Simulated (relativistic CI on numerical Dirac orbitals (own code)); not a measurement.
# Cu4+ in a cubic cluster: L2,3 absorption with charge transfer

Computed with a charge-transfer multiplet model of a cubic metal-ligand cluster with up to 2 ligand holes, Slater and spin-orbit integrals from Dirac-Coulomb-Breit ions, Slater integrals scaled by 0.8. The ground state mixes d7 with configurations of k ligand holes L, whose averages lie at kΔ + k(k − 1)U_dd/2; a core hole lowers each added d electron by U_cd. 20 K, Lorentzian 0.4 eV and Gaussian 0.3 eV FWHM.

Atomic integrals in eV (Slater integrals scaled, ζ unscaled), ground: F2dd 11.838, F4dd 7.422, zeta_d 0.120; with the core hole: F2dd 12.413, F4dd 7.786, zeta_d 0.150, zeta_core 13.370, F2cd 7.564, G1cd 5.867, G3cd 3.340.

Cluster parameters (eV): Δ = -0.2, U_dd = 7.6, U_cd = 9, 10Dq = 2.05, 10Dq(ligand) = 1.1, final-state hopping factor = 1.

```tsv
Case	n_d	d7	d8L	d9L2	S
V(eg) = 0.3 eV, V(t2g) = -0.16 eV	7.92	0.09	0.91	0.00	0.52
V(eg) = 0.6 eV, V(t2g) = -0.32 eV	7.80	0.21	0.78	0.01	0.54
V(eg) = 1.2 eV, V(t2g) = -0.64 eV	7.71	0.32	0.65	0.03	0.53
V(eg) = 1.5 eV, V(t2g) = -0.8 eV	7.70	0.34	0.63	0.04	0.53
V(eg) = 2.1 eV, V(t2g) = -1.12 eV	7.71	0.34	0.60	0.06	0.52
```

Weights, n_d and S are thermal averages at 20 K. Photon energies count from the first peak over 30 % of the highest in each spectrum, which can be another peak from case to case. The parameters are a model scan and need not match a compound or its usual spin state. Peaks in eV (height, largest 100):
- V(eg) = 0.3 eV, V(t2g) = -0.16 eV: 0.0 (100), 1.7 (9), 2.6 (27), 20.2 (25), 21.7 (25)
- V(eg) = 0.6 eV, V(t2g) = -0.32 eV: 0.0 (100), 2.6 (26), 3.7 (8), 20.3 (26), 21.0 (12), 21.8 (20)
- V(eg) = 1.2 eV, V(t2g) = -0.64 eV: -0.8 (29), 0.0 (100), 2.1 (16), 2.8 (17), 4.6 (7), 19.6 (11), 20.5 (43), 21.7 (13), 22.3 (10)
- V(eg) = 1.5 eV, V(t2g) = -0.8 eV: -0.8 (29), 0.0 (100), 2.6 (17), 3.3 (11), 4.1 (7), 5.2 (5), 19.6 (12), 20.6 (51), 22.0 (10), 22.7 (7)
- V(eg) = 2.1 eV, V(t2g) = -1.12 eV: 0.0 (30), 0.9 (100), 2.7 (14), 4.1 (10), 20.4 (15), 21.5 (60), 23.0 (5)

Curve for V(eg) = 2.1 eV, V(t2g) = -1.12 eV (points under 2 left out, the grid thinned):

```tsv
E (eV)	Intensity
-1.4	2.1
-1.0	3.5
-0.7	6.0
-0.4	14.2
0.0	30.3
0.4	36.6
0.7	85.1
1.0	90.5
1.4	64.8
1.8	40.4
2.1	18.0
2.4	12.9
2.8	13.9
3.2	9.0
3.5	7.1
3.8	7.5
4.2	9.2
4.6	6.2
4.9	5.5
5.2	5.1
5.6	4.2
6.0	4.6
6.3	3.2
6.6	2.6
7.0	3.2
7.4	3.1
7.7	2.5
8.0	3.4
8.4	2.7
19.5	3.3
19.8	7.3
20.1	9.6
20.5	14.5
20.9	12.5
21.2	33.8
21.5	59.6
21.9	16.9
22.3	6.1
22.6	4.9
22.9	5.1
23.3	4.9
23.7	4.7
24.0	3.2
24.3	2.5
24.7	2.1
```

For the case V(eg) = 1.2 eV, V(t2g) = -0.64 eV, Δ = -0.2 eV is smaller than U_dd = 7.6 eV, the charge-transfer side of the Zaanen-Sawatzky-Allen scheme (negative Δ: between configuration averages a ligand hole costs less than the nominal valence; multiplet and field energies can change this for the lowest states). With the core hole the configuration with one ligand hole lies at Δ + U_dd − U_cd = -1.6 eV from the one without, against Δ in the ground state.
